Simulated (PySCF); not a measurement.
C₃H₇BFN, SMILES FB1CCCN1.

Geometry: PBE0-D3(BJ)/def2-SVP. The structure was generated by enumeration, and PubChem lists no compound with its InChIKey, so it may never have been made. One conformer was computed; it need not be the lowest.

These are PBE0-D3(BJ)/def2-SVP run with PySCF values and carry that method's errors.

Harmonic, unscaled wavenumbers; measured fundamentals usually lie a few per cent lower.

| mode | ν (cm⁻¹) | IR (km/mol) | Raman (Å⁴/amu) | depolarisation | moving atoms (share of kinetic energy) |
|---|---|---|---|---|---|
| 1 | 165 | 0.2 | 0.1 | 0.54 | H 36 %, C 32 %, F 18 %, N 11 % |
| 2 | 219 | 1.2 | 0.3 | 0.63 | H 43 %, N 27 %, C 24 % |
| 3 | 364 | 4.4 | 0.6 | 0.52 | F 41 %, C 20 %, N 15 %, H 14 %, B 11 % |
| 4 | 438 | 4.0 | 1.3 | 0.73 | H 56 %, B 31 % |
| 5 | 533 | 12.0 | 1.6 | 0.37 | F 36 %, C 29 %, H 21 %, B 12 % |
| 6 | 612 | 106.9 | 1.4 | 0.75 | H 65 %, B 16 %, N 11 % |
| 7 | 636 | 4.8 | 2.7 | 0.35 | H 39 %, C 31 %, N 17 %, F 10 % |
| 8 | 782 | 9.2 | 2.1 | 0.10 | H 32 %, C 30 %, N 21 %, B 13 % |
| 9 | 844 | 5.3 | 4.1 | 0.10 | C 43 %, H 36 %, N 13 % |
| 10 | 884 | 3.1 | 2.7 | 0.45 | H 57 %, C 32 % |
| 11 | 919 | 0.2 | 7.9 | 0.11 | C 59 %, H 38 % |
| 12 | 987 | 3.3 | 2.9 | 0.70 | H 66 %, C 26 % |
| 13 | 1018 | 7.7 | 4.6 | 0.74 | H 62 %, C 30 % |
| 14 | 1097 | 13.1 | 7.0 | 0.75 | H 62 %, C 21 %, N 13 % |
| 15 | 1149 | 0.6 | 3.5 | 0.73 | C 42 %, H 40 % |
| 16 | 1171 | 2.7 | 0.4 | 0.45 | H 66 %, C 30 % |
| 17 | 1221 | 31.3 | 3.5 | 0.72 | H 65 %, B 19 %, C 9 % |
| 18 | 1244 | 0.5 | 11.2 | 0.74 | H 84 %, C 13 % |
| 19 | 1288 | 10.3 | 6.9 | 0.59 | H 72 %, B 12 %, C 10 % |
| 20 | 1321 | 25.8 | 1.4 | 0.55 | C 39 %, H 39 %, N 10 %, B 10 % |
| 21 | 1350 | 29.9 | 2.8 | 0.30 | H 56 %, C 34 %, B 9 % |
| 22 | 1383 | 139.1 | 1.7 | 0.37 | H 38 %, B 34 %, C 18 % |
| 23 | 1426 | 23.7 | 16.0 | 0.72 | H 87 %, C 10 % |
| 24 | 1466 | 20.1 | 10.4 | 0.75 | H 89 %, C 9 % |
| 25 | 1502 | 38.2 | 14.1 | 0.50 | H 84 %, C 10 % |
| 26 | 1561 | 305.5 | 2.7 | 0.36 | B 44 %, N 26 %, H 24 % |
| 27 | 3013 | 64.1 | 142.0 | 0.16 | H 94 % |
| 28 | 3054 | 15.8 | 111.5 | 0.17 | H 94 % |
| 29 | 3070 | 14.0 | 87.2 | 0.33 | H 94 % |
| 30 | 3087 | 46.1 | 130.8 | 0.27 | H 91 %, C 9 % |
| 31 | 3130 | 17.9 | 90.1 | 0.46 | H 91 %, C 9 % |
| 32 | 3140 | 17.8 | 93.5 | 0.58 | H 91 %, C 9 % |
| 33 | 3681 | 36.9 | 129.0 | 0.27 | H 93 % |
